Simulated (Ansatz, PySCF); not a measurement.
Gas-phase reaction (SMILES): CCCCl [1-chloropropane] → [CH2]CCCl + H atom; the C-H bond at the site shown breaks (other sites are not compared here).

Each molecule is optimised on its own at B3LYP-D3(BJ)/def2-TZVP (Ansatz, a program for electronic structure), one conformer each, not searched for the lowest. Correlated levels leave the core frozen unless marked. Open shells are spin-unrestricted. Spin-orbit coupling is left out. No relativistic terms. CBS marks a two-point X^-3 extrapolation of the correlation energy; Hartree-Fock from the larger set. [CCSD(T)-MP2]/basis is that difference in the basis named. Thermal terms are rigid-rotor harmonic-oscillator values from B3LYP-D3(BJ) frequencies (PySCF) at 298.15 K and 1 atm. 1 Eh = 627.5095 kcal/mol. Atoms have translation alone. Electronic entropy comes from spin alone.

| species | E, RI-MP2/CBS(cc-pV(T+d)Z,cc-pV(Q+d)Z)+[CCSD(T)-MP2]/cc-pV(D+d)Z (Ansatz) (Eh) | E, B3LYP-D3(BJ)/def2-TZVPD (Ansatz + dftd3) (Eh) | H - E (Eh) | G - E (Eh) |
|---|---|---|---|---|
| CCCCl | -578.14453 | -578.83235 | 0.10120 | 0.06633 |
| [CH2]CCCl | -577.46861 | -578.15955 | 0.08678 | 0.05030 |
| H atom | -0.49995 | -0.50215 | 0.00236 | -0.01065 |

Task: Work out ΔE and ΔH, ΔG, ΔS and the equilibrium constant at 298.15 K at the first level, then ΔH at the second.

Result: 
1. ΔE = [(-577.46861) + (-0.49995)] - [(-578.14453)] = 0.17597 Eh = 110.4 kcal/mol at RI-MP2/CBS(cc-pV(T+d)Z,cc-pV(Q+d)Z)+[CCSD(T)-MP2]/cc-pV(D+d)Z.
2. The terms H - E add up to -0.01206 Eh, so ΔH = (0.17597 + (-0.01206))×627.5095 = 102.9 kcal/mol.
3. The terms G - E add up to -0.02668 Eh, so ΔG = 93.7 kcal/mol, and ΔS = (-0.01206 - (-0.02668))×627509.5/298.15 = 30.8 cal/(mol K).
4. log10 K = -ΔG/(RT ln 10) = -68.7, with RT ln 10 = 1.3642 kcal/mol.
5. With ΔH and ΔS taken as constant, ΔG changes sign near ΔH/ΔS = 3340 K, a rough figure that leaves out heat capacities.
6. At B3LYP-D3(BJ)/def2-TZVPD the same steps give ΔE = 107.1 and ΔH = 99.5 kcal/mol, a shift of -3.4 from the first level.
7. These values are not checked against measurement here, since the tables used lack a sound gas-phase enthalpy of formation for at least one species.
